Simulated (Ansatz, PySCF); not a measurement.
Reaction (SMILES): [N]=C=O -> [N-]=C=O (an electron is taken up)

Wanted: adiabatic electron affinity (0 K, with zero-point energies), in eV. Positive where the reaction releases energy. Set-up: non-relativistic; 6-311+G** with 5d; spin-orbit terms left out; valence correlation only; UHF or UKS for open shells; 6-31G* and kin with 6d, 5d where marked; dispersion terms only where a functional's name holds one. CBS(X,Y): correlation extrapolated as X^-3; Hartree-Fock from the larger set. The bracket is a focal-point correction in the basis named. Ab initio and DFT rows: single points at B3LYP-D3(BJ) geometries (Ansatz, an electronic-structure program), with unscaled harmonic terms from B3LYP/6-31G* at its own minima. Sets without +, aug- or the D of def2-TZVPD hold no diffuse functions, which anions need. A UHF reference is markedly spin-contaminated in at least one set, which strains HF and MP2.

Coupled cluster (Ansatz) is a level with limits of its own, used here on species with T1 under 0.025 (0.045 for open shells) and stable references: RI-MP2/CBS(aug-cc-pVTZ,aug-cc-pVQZ)+[CCSD(T)-MP2]/aug-cc-pVTZ.

Value to compare with, RI-MP2/CBS(aug-cc-pVTZ,aug-cc-pVQZ)+[CCSD(T)-MP2]/aug-cc-pVTZ (Ansatz): 3.66 eV.

```json
[
 {"level": "HF/3-21G", "program": "Ansatz", "adiabatic electron affinity (0 K, with zero-point energies) (eV)": "1.34", "difference": "-2.32"},
 {"level": "HF/6-311+G**", "program": "Ansatz", "adiabatic electron affinity (0 K, with zero-point energies) (eV)": "2.25", "difference": "-1.41"},
 {"level": "SVWN5/6-31G*", "program": "Ansatz", "adiabatic electron affinity (0 K, with zero-point energies) (eV)": "3.02", "difference": "-0.64"},
 {"level": "PBE/6-311+G**", "program": "Ansatz", "adiabatic electron affinity (0 K, with zero-point energies) (eV)": "3.48", "difference": "-0.18"},
 {"level": "BP86/def2-SVP", "program": "PySCF", "adiabatic electron affinity (0 K, with zero-point energies) (eV)": "2.92", "difference": "-0.74"},
 {"level": "B3LYP/6-31G*", "program": "Ansatz", "adiabatic electron affinity (0 K, with zero-point energies) (eV)": "2.80", "difference": "-0.86"},
 {"level": "B3LYP/def2-SVP", "program": "Ansatz", "adiabatic electron affinity (0 K, with zero-point energies) (eV)": "2.88", "difference": "-0.78"},
 {"level": "B3LYP/6-311+G**", "program": "Ansatz", "adiabatic electron affinity (0 K, with zero-point energies) (eV)": "3.56", "difference": "-0.10"},
 {"level": "PBE0/6-31G*", "program": "Ansatz", "adiabatic electron affinity (0 K, with zero-point energies) (eV)": "2.82", "difference": "-0.84"},
 {"level": "M06-2X/6-31G* (5d)", "program": "PySCF", "adiabatic electron affinity (0 K, with zero-point energies) (eV)": "3.02", "difference": "-0.64"},
 {"level": "MP2/6-31G*", "program": "Ansatz", "adiabatic electron affinity (0 K, with zero-point energies) (eV)": "3.08", "difference": "-0.58"},
 {"level": "MP2/6-311+G**", "program": "Ansatz", "adiabatic electron affinity (0 K, with zero-point energies) (eV)": "3.76", "difference": "0.10"},
 {"level": "B3PW91/6-31G* (5d)", "program": "PySCF", "adiabatic electron affinity (0 K, with zero-point energies) (eV)": "2.87", "difference": "-0.79"},
 {"level": "wB97M-V/def2-TZVPD", "program": "Ansatz", "adiabatic electron affinity (0 K, with zero-point energies) (eV)": "3.46", "difference": "-0.20"}
]
```

Among the 13 habitual levels, HF/3-21G lies farthest from RI-MP2/CBS(aug-cc-pVTZ,aug-cc-pVQZ)+[CCSD(T)-MP2]/aug-cc-pVTZ (Ansatz) (-2.32 eV); 1 of 13 lie above it, and their mean absolute difference is 0.77 eV, the median 0.74. One case shows no general order.

The levels are drawn from those run, B3LYP/6-31G* more often than the rest, none by its result; runs whose electronic state is in doubt are left out.
